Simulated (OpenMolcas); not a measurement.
A calculation on Cu⁵⁺.

| Property | Result |
| --- | --- |
| Program | OpenMolcas |
| Method | SS-CASPT2, IPEA 0.25 Eh, imaginary shift 0.1 Eh (closed shells correlated: 3s 3p) |
| Basis | ANO-RCC-VTZP [6s5p3d2f1g] |
| Scalar Hamiltonian | DKH2, point nucleus |
| Active space | 6 electrons in 5 orbitals (3d) |
| State averaging | 2S+1 = 5 even, 5 roots; 2S+1 = 3 even, 45 roots kept (CI in the orbitals of an earlier block); 2S+1 = 1 even, 50 roots kept (CI in the orbitals of an earlier block) |
| Spin-orbit coupling | state interaction with AMFI integrals over the reference wave functions, term energies averaged over their components |

Task: Which level of the active space comes out lowest?

Result: 3d⁶ ⁵D₄, with 100 % of that term; it is also the measured ground level.

Task: How high does 3d⁶ ³P₁(1) lie?

Result: 33080 cm⁻¹ above the lowest level; measured 32685 cm⁻¹ above the ground level, so the calculation is off by +1 %.

Task: How high does 3d⁶ ³H₆ lie?

Result: 31350 cm⁻¹ above the lowest level; measured 30418 cm⁻¹ above the ground level, so the calculation is off by +3 %.

Task: How high does 3d⁶ ⁵D₂ lie?

Result: 1915 cm⁻¹ above the lowest level; measured 1987 cm⁻¹ above the ground level, so the calculation is off by -4 %.

Task: The level at 32040 cm⁻¹ has J = 4. What is it made of, and what is its g factor?

Result: 80 % 3d⁶ ³H₄, 12 % 3d⁶ ³F(1), 6 % 3d⁶ ³G; g = 0.871, against 0.800 from Landé's formula for the pure leading term.

Measured values: Sugar and Musgrove, J. Phys. Chem. Ref. Data 19, 527 (1990).

CASPT2 breaks the degeneracy within a term, and the mean is taken; among the terms shown or strongly mixed into the levels shown the widest spread is 97 cm-1 (3d⁶ ³F(1)). Terms from blocks run as CI alone lack orbitals of their own. Measured partners are found by configuration, term and J. A level has none where our copy of the source lacks it or the pairing is in doubt (some pairs that miss far off the trend of their configuration count as doubtful), and it then counts in no deviation. Only configurations of the active space appear.

A number in round brackets counts repeated terms of one configuration in the order of the reference energies.
